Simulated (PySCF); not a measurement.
SMILES COC(=O)[SiH2]C#N, GFN2-xTB optimised geometry.

```
12

C      1.51     1.61     0.03
O      0.85     0.34     0.00
C     -0.48     0.34     0.00
O     -1.16     1.34     0.00
Si    -1.12    -1.47     0.00
C     -0.70    -2.10     1.70
N     -0.44    -2.48     2.75
H      1.11     2.25    -0.76
H      1.35     2.09     1.00
H      2.56     1.41    -0.13
H     -0.33    -2.25    -0.96
H     -2.56    -1.50    -0.17
```

Density from PySCF 2.14.0 with CAM-B3LYP/def2-TZVP at that geometry.

Minimum of the electron density along straight lines between bonded atoms, close to the bond critical point (lines longer than 1.1 times the sum of covalent radii, or with two minima, are not listed):

```
bond     length / Å  ρ at the minimum / e bohr⁻³  ∇²ρ there / e bohr⁻⁵  position (fraction from the first atom)
-------  ----------  ---------------------------  --------------------  ---------------------------------------
C1–O2         1.425                        0.247                 -0.46                                     0.35
O2–C3         1.334                        0.315                 -0.64                                     0.66
C3–O4         1.204                        0.432                 -0.21                                     0.34
C3–Si5        1.921                        0.118                  0.13                                     0.62
Si5–C6        1.867                        0.111                  0.27                                     0.39
C6–N7         1.146                        0.509                 -0.11                                     0.34
C1–H8         1.092                        0.287                 -1.03                                     0.65
C1–H9         1.092                        0.286                 -1.03                                     0.65
C1–H10        1.087                        0.290                 -1.05                                     0.65
Si5–H11       1.461                        0.130                  0.15                                     0.49
Si5–H12       1.459                        0.131                  0.15                                     0.49
```
